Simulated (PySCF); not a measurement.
**A computed series [M(NH3)2]3+**

Computed with PySCF 2.14.0, BP86, def2-SVP on the ligands, density fitting, scalar-relativistic core potentials, no spin-orbit coupling, vacuum. Each member is relaxed from one template within its symmetry. Distances are means of the shortest metal–ligand contacts, charges and spins Mulliken's; removal energies are rigid, with the ligand's formal charge and no counterpoise, so too large; for an anion taken off a cation in vacuum most of it is the attraction of opposite charges, and multiply charged cations can part far more cheaply with an electron moved from ligand to metal. lcecp potentials hold a fixed number of 4f electrons in the core, out of states, spins and gaps.

| metal | basis on the metal | point group | M–NH3 (Å) | charge on M (e) | removal of one NH3 (eV) | strongest infrared band, degenerate modes summed (cm⁻¹) | unstable modes (below −25 cm⁻¹) |
| --- | --- | --- | --- | --- | --- | --- | --- |
| La | lcecp-1-SVP with ECP46 | C1 | 2.532 | 2.12 | 4.21 | – | 2 (soft) |
| Er | lcecp-1-SVP with ECP57 | C1 | 2.338 | 1.99 | 4.98 | – | not given |
| Lu | lcecp-1-SVP with ECP60 | C1 | 2.302 | 1.95 | 5.16 | 3156 | 0 |

Task: A further member has point group C1, M–NH3 (Å) 2.509, charge on M (e) 2.11, removal of one NH3 (eV) 4.29, unstable modes (below −25 cm⁻¹) 1 (soft). Which metal is it?

Result: Ce, lcecp-1-SVP with ECP47. Other answers can fit too; this one was computed.

From La to Lu the M–NH3 distance shrinks by 0.23 Å, the lanthanide contraction, and the energy to remove one NH3 rises by 0.95 eV.

Members with unstable modes aren't minima as they stand: saddle points kept by symmetry or, where the modes are soft, flat surfaces and noise. Moved off a saddle point of the template and relaxed again: La, Ce, Er, Lu. One start shape was tried for each, so a minimum needn't be the lowest isomer.
